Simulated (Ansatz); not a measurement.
Cl₂Hg, singlet, at a GFN2-xTB geometry (such geometries of metal compounds can be far from the true shape) (core potentials on Hg); B3LYP5/def2-SVP (Ansatz, an electronic-structure program).

The Ansatz input:
Ansatz 0.2 input:
```yaml
crystal:
  periodic: [false, false, false]
  atoms:
    - {symbol: Hg, position_ang: [0.00000000, 0.00000000, 0.00000000]}
    - {symbol: Cl, position_ang: [0.00000000, 0.00000000, 2.30126892]}
    - {symbol: Cl, position_ang: [-0.00000000, -0.00000000, -2.30126892]}
basis:
  gaussian:
    orbitals: def2-SVP
hamiltonian:
  xc: b3lyp5
accuracy: high
```

The log (banner, timings and long lists left out):

```
Functional definition: B3LYP5
1287 factors; integrals over basis functions are off by at most 9.1e-9 eV
mean field evaluation 1: about -29209.8661 eV, gradient 2.8e1 eV
mean field evaluation 2: about -29207.3802 eV, gradient 4.3e1 eV
mean field evaluation 4: about -29212.0298 eV, gradient 5.5e-1 eV
mean field evaluation 8: about -29212.1560 eV, gradient 9.1e-3 eV
mean field evaluation 16: about -29212.1561 eV, gradient 9.3e-8 eV
mean field -29212.15605358 eV, -1073.5269342584 hartree, gradient 1.3e-8 eV, S^2 0.000000; 0 other end points of the search recorded, 0 dependent functions left out
reference -29212.15608392 eV, -1073.5269353734 hartree; 27, 27 occupied and 41, 41 virtual orbitals, 1287 factors
Total energy: -29212.15608392 eV, -1073.5269353734 hartree
```
